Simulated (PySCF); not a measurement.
The multiplicity is imposed and other spin states were not computed.

B3LYP has the VWN-RPA correlation part, as in Gaussian. 

```xyz
17

Cu     0.0006     0.0007     0.0000
N      1.8707    -0.8858     0.0247
H      1.8493    -1.8849    -0.2432
H      2.3146    -0.8703     0.9591
H      2.5510    -0.4393    -0.6155
N     -1.9828     0.4401     0.3963
H     -2.1557     0.6791     1.3879
H     -2.6198    -0.3506     0.1980
H     -2.3493     1.2387    -0.1515
N      0.6370     1.4933     1.2847
H      0.6310     1.2137     2.2816
H      0.0571     2.3484     1.2309
H      1.6015     1.8130     1.0902
N     -0.5244    -1.0471    -1.7058
H      0.2521    -1.1330    -2.3840
H     -1.2927    -0.6007    -2.2357
H     -0.8400    -2.0152    -1.5180
```

Charge 2, multiplicity 2.

Q: Give the Mulliken and meta-Löwdin atomic charges from PySCF with B3LYP-D3(BJ)/def2-TZVP // PBE-D3(BJ)/def2-SVP.

A: 
```tsv
atom	Mulliken (e)	meta-Löwdin (e)
Cu1	0.38	1.04
N2	-0.53	-0.59
H3	0.31	0.28
H4	0.31	0.28
H5	0.32	0.28
N6	-0.53	-0.59
H7	0.31	0.28
H8	0.31	0.28
H9	0.32	0.28
N10	-0.53	-0.59
H11	0.32	0.28
H12	0.31	0.28
H13	0.31	0.28
N14	-0.53	-0.59
H15	0.31	0.28
H16	0.31	0.28
H17	0.32	0.28
```
